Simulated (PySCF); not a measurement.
Species: C₅H₈N₂Si.
Numbering: `[CH2:1]=[CH:2][c:3]1[cH:4][n:5][cH:6][n:7]1[SiH3:8]` (hydrogens: H9, H10 on C1; H11 on C2; H12 on C4; H13 on C6; H14, H15, H16 on Si8)

Method: PBE0-D3(BJ)/def2-SVP geometry optimisation, gas phase (PySCF); density fitting, grid level 1; the optimiser is geomeTRIC in internal coordinates, started from a GFN2-xTB structure with every atom displaced at random (about 0.01 Å).

Step 0: E = -16151.1497 eV
```
atom  x, y, z in Å  |  force x, y, z in eV/Å
C1     -2.4436    1.1521    0.5902   -2.325   1.696   1.000
C2     -1.1693    1.3011    0.3409    1.365  -0.044  -0.262
C3     -0.3403    0.2585   -0.1809    1.626   0.614   0.030
C4     -0.5619   -1.0363   -0.5297   -2.154  -0.925   0.042
N5      0.5298   -1.6633   -0.9735    0.858  -0.263  -0.182
C6      1.4659   -0.7573   -0.8833   -0.461  -0.236   0.005
N7      1.0433    0.4371   -0.4073   -1.157  -0.138   0.036
Si8     2.0235    1.8812   -0.1717   -0.678  -0.053   0.324
H9     -3.0484    1.9995    0.9946    0.451  -0.581  -0.260
H10    -2.9889    0.2514    0.4174   -0.358  -0.913  -0.205
H11    -0.6779    2.2471    0.5451    0.059   0.384   0.079
H12    -1.5214   -1.5648   -0.4858    0.107   0.148   0.018
H13     2.4644   -0.9185   -1.1614    1.687  -0.220  -0.427
H14     1.9307    2.2258    1.2605    0.136   0.224   0.221
H15     3.3452    1.4657   -0.5770    0.862  -0.100  -0.216
H16     1.4624    2.9473   -1.0096   -0.020   0.406  -0.203
```

Step 1: E = -16151.3807 eV
```
atom  x, y, z in Å  |  force x, y, z in eV/Å
C1     -2.5017    1.1817    0.6049    0.173  -0.171  -0.076
C2     -1.1869    1.2808    0.3504   -0.105   0.098   0.065
C3     -0.3321    0.2370   -0.1800   -0.162  -0.087  -0.067
C4     -0.5918   -1.0728   -0.5427    0.292   0.045   0.049
N5      0.5458   -1.6873   -0.9812   -0.149   0.016  -0.007
C6      1.4830   -0.7807   -0.9026    0.215  -0.067  -0.071
N7      1.0249    0.4219   -0.4248    0.011   0.016   0.068
Si8     2.0117    1.8790   -0.1693    0.111   0.044  -0.053
H9     -3.0520    2.0237    1.0224   -0.063   0.064   0.007
H10    -3.0585    0.2574    0.4130    0.031   0.091   0.028
H11    -0.7018    2.2411    0.5691    0.012  -0.018  -0.005
H12    -1.5430   -1.5960   -0.4867   -0.066  -0.049  -0.023
H13     2.5333   -0.9346   -1.1792   -0.200   0.069   0.061
H14     1.9746    2.3001    1.2568   -0.032  -0.038   0.042
H15     3.3918    1.4782   -0.5620   -0.053   0.013  -0.001
H16     1.5161    2.9969   -1.0194   -0.015  -0.026  -0.018
```

**Question.** Estimate the geometry and energy of step 2. (The exact step hangs on the optimiser's Hessian estimate; all steps are aligned on step 1, rigid shifts and turns removed.)

**Answer.** E = -16151.3831 eV, largest force 0.199 eV/Å
```
atom  x, y, z in Å  |  force x, y, z in eV/Å
C1     -2.4906    1.1969    0.6042    0.012   0.024   0.001
C2     -1.1773    1.2870    0.3511   -0.100  -0.062   0.011
C3     -0.3381    0.2276   -0.1749    0.187  -0.067  -0.013
C4     -0.5790   -1.0860   -0.5339   -0.175  -0.075  -0.043
N5      0.5527   -1.6927   -0.9910   -0.072   0.051   0.086
C6      1.4854   -0.7814   -0.9095    0.015   0.068   0.004
N7      1.0192    0.4140   -0.4204    0.133   0.055  -0.021
Si8     1.9988    1.8753   -0.1631    0.028   0.026  -0.002
H9     -3.0441    2.0502    1.0010    0.000  -0.011   0.001
H10    -3.0511    0.2756    0.4239   -0.003   0.005   0.000
H11    -0.6817    2.2442    0.5578    0.004  -0.021  -0.014
H12    -1.5285   -1.6178   -0.4831   -0.008  -0.003  -0.007
H13     2.5307   -0.9193   -1.1914   -0.015   0.014   0.008
H14     1.9550    2.2756    1.2705   -0.004  -0.009   0.000
H15     3.3771    1.4877   -0.5654   -0.003   0.007  -0.005
H16     1.4852    2.9894   -1.0071    0.002  -0.002  -0.005
```

The energy changes by -0.0024 eV. The first-order estimate −F·Δx gives -0.0101 eV and the mean of the old and new forces, exact on a quadratic surface, -0.0020 eV. The step makes an angle of 80° with the force vector and moves no atom by more than 0.035 Å.

The cost below is that of the whole optimisation. Time: 70 s; peak memory 0.63 GiB. Hardware: Arm Neoverse V2, one thread, no GPU, shared host with 96 logical CPUs at a one-minute load of 52.
